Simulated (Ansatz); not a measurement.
A nudged elastic band was laid between two geometries of GeH5N (7 atoms, charge 0, multiplicity 1).

Computed with RKS B3LYP/def2-SVP (Ansatz).

```
movable images  : 7
climbing image  : yes
spring          : 5.0 eV/Å²
optimiser       : quadratic models (default)
start path      : IDPP
force threshold : 0.03 eV/Å
iteration limit : 60
end points      : relaxed
```

First end point:

```xyz
7
Properties=species:S:1:pos:R:3
N -0.107 -1.168 -0.099
Ge 0.156 0.664 -0.108
H 0.366 -1.649 0.665
H -1.089 -1.441 -0.078
H -0.576 1.212 -1.349
H -0.364 1.417 1.148
H 1.676 0.897 -0.226
```

Last end point:

```xyz
7
Properties=species:S:1:pos:R:3
N -0.496 -1.057 0.103
Ge 0.143 0.667 -0.105
H -0.115 -1.719 -0.572
H -0.347 -1.441 1.036
H -0.221 1.111 -1.536
H -0.579 1.538 0.942
H 1.677 0.833 0.086
```

Problem. What changes between the two ends?

Solution. No bond is made or broken. The dihedral H4–N1–Ge2–H7 goes from -177 to 62°. The two ends are copies of one structure, up to a mirror image or an exchange of like atoms.

Problem. Give the energies along the band, and the barrier.

Solution. It converged. The highest image is number 4 of 0 to 8, 0.044 eV above the ends, which have the same energy within 2 meV. A vibrational analysis at the climbing image gives one clearly imaginary mode, 204i cm⁻¹: a first-order saddle point.

| image | path coordinate (Å) | energy (eV) | dihedral H4–N1–Ge2–H7 (°) |
| --- | --- | --- | --- |
| 0 | 0.00 | 0.000 | -177 |
| 1 | 0.29 | 0.005 | 168 |
| 2 | 0.58 | 0.020 | 153 |
| 3 | 0.88 | 0.037 | 138 |
| 4 | 1.17 | 0.044 | 123 |
| 5 | 1.46 | 0.037 | 107 |
| 6 | 1.75 | 0.021 | 92 |
| 7 | 2.04 | 0.006 | 77 |
| 8 | 2.33 | 0.000 | 62 |

Problem. What is the geometry of the highest image?

Solution. 
```xyz
7
Properties=species:S:1:pos:R:3
N -0.327 -1.130 -0.074
Ge 0.133 0.662 -0.146
H 0.468 -1.758 0.027
H -1.003 -1.354 0.653
H -0.283 1.264 -1.505
H -0.591 1.433 0.982
H 1.664 0.815 0.017
```

Problem. What are the harmonic wavenumbers there?

Solution. 204i, 500, 561, 636, 695, 856, 892, 898, 942, 1554, 2105, 2115, 2126, 3536, 3626 cm⁻¹.

Run time: 99 s on 1 thread of Intel(R) Xeon(R) Platinum 8488C (Sapphire Rapids), with other jobs on the host, peak memory 0.24 GiB.
